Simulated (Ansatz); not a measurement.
One geometry of the cluster TiAl₆⁺, several levels of theory.

```yaml
crystal:
  periodic: [false, false, false]
  atoms:
    - {symbol: Ti, position_ang: [0.675022, -1.125681, 1.080547]}
    - {symbol: Al, position_ang: [0.193080, -1.902060, -1.474906]}
    - {symbol: Al, position_ang: [-1.237148, 0.467981, -0.022123]}
    - {symbol: Al, position_ang: [1.438301, 0.336058, -0.932856]}
    - {symbol: Al, position_ang: [-0.962513, 0.062363, -2.510466]}
    - {symbol: Al, position_ang: [-1.039331, 0.613575, 2.515094]}
    - {symbol: Al, position_ang: [0.932599, 1.547764, 1.344698]}
basis:
  gaussian: {orbitals: def2-TZVP, initial_orbitals: start.molden}
total_charge: 1
magnetization: {spin_polarized: true, initial_magnetization: 1}
hamiltonian: {xc: pbe, dispersion: d4}
scf: {omitted_lower_state_checks: [starts]}
output: {forces: true, orbitals: {seedname: orbitals}}
```

The file start.molden holds the orbitals of an earlier run on this structure, at another level or in another basis.

```sh
$ ansatz run in.yaml --threads 4 --pin off --events-out ev --progress --plain --max-ram 4787MiB
```

Shortened log:

```
Functional definition: PBE
1967 factors; their error is unknown
mean field evaluation 1: about -62662.7915 eV, gradient 1.1e1 eV
mean field evaluation 2: about -62663.1191 eV, gradient 6.9e-1 eV
mean field evaluation 4: about -62663.1695 eV, gradient 2.6e-1 eV
mean field evaluation 8: about -62663.1741 eV, gradient 6.5e-5 eV
mean field evaluation 16: about -62663.1741 eV, gradient 1.9e-5 eV
mean field -62663.17409622 eV, -2302.8291734113 hartree, gradient 3.4e-6 eV, S^2 1.230667; 0 other end points of the search recorded, 0 dependent functions left out
reference -62663.17413674 eV, -2302.8291749002 hartree; 50, 49 occupied and 217, 218 virtual orbitals, 1967 factors
Total energy: -62663.53289892 eV, -2302.8423591672 hartree
Atom 0 at     0.675022    -1.125681     1.080547 Å, force    -0.072480     0.115754    -0.047004 eV/Å
Atom 1 at     0.193080    -1.902060    -1.474906 Å, force     0.106353    -0.272472     0.088895 eV/Å
Atom 2 at    -1.237148     0.467981    -0.022123 Å, force    -0.132356     0.042049    -0.012843 eV/Å
Atom 3 at     1.438301     0.336058    -0.932856 Å, force     0.133414     0.030608    -0.042280 eV/Å
Atom 4 at    -0.962513     0.062363    -2.510466 Å, force    -0.120313     0.130203    -0.156427 eV/Å
Atom 5 at    -1.039331     0.613575     2.515094 Å, force    -0.066491    -0.101312     0.135385 eV/Å
Atom 6 at     0.932599     1.547764     1.344698 Å, force     0.151873     0.055170     0.034275 eV/Å
Dipole moment:     0.168700    -0.293614     0.098974 e Å
Checks for a lower state left out: starts
```

Hardware: 4 threads of Arm Neoverse V2 on a shared host. Wall time 14 s, peak host memory 0.67 GiB.

First input, but with `hamiltonian: {xc: {name: B97M-V}}`, `output: {orbitals: {seedname: orbitals}}` (abridged; 58 s):

```
Functional definition: B97M-V
mean field evaluation 16: about -62675.0467 eV, gradient 5.9e-6 eV
mean field -62675.04673899 eV, -2303.2654849855 hartree, gradient 5.9e-6 eV, S^2 1.534435
Total energy: -62675.04679953 eV, -2303.2654872101 hartree
Checks for a lower state left out: starts
```

As the first input, with `correlation: {method: mp2}`, `output: {orbitals: {seedname: orbitals}}` and without the key `hamiltonian` (abridged; 33 s):

```
Functional definition: HF
mean field evaluation 16: about -62576.8577 eV, gradient 8.0e-4 eV
mean field -62576.85766452 eV, -2299.6571030536 hartree, gradient 3.4e-6 eV, S^2 3.636294
35 core orbitals not correlated: weight in the atoms' cores, before any rotation towards them, 1.000 or more for the frozen orbitals, at most 0.000 for the correlated occupied ones
second order -18.27661768 eV of doubles, -0.00000000 eV of singles
Total energy: -62595.13428220 eV, -2300.3287563649 hartree
Checks for a lower state left out: starts
```

Geometry: r2SCAN-D4/def2-SVP.

Correlated methods freeze 35 core orbitals; core or outer-core shells of Ti are correlated, in sets that lack core-valence functions. At PBE-D4/def2-TZVP, B97M-V/def2-TZVP, MP2/def2-TZVP the charge 1 doublet is spin-contaminated (final ⟨S²⟩ up to 3.64, 0.75 for a pure state). Another isomer (doublet) lies 0.95 eV lower at PBE0-D4/def2-TZVP; other spin states weren't run for this one.
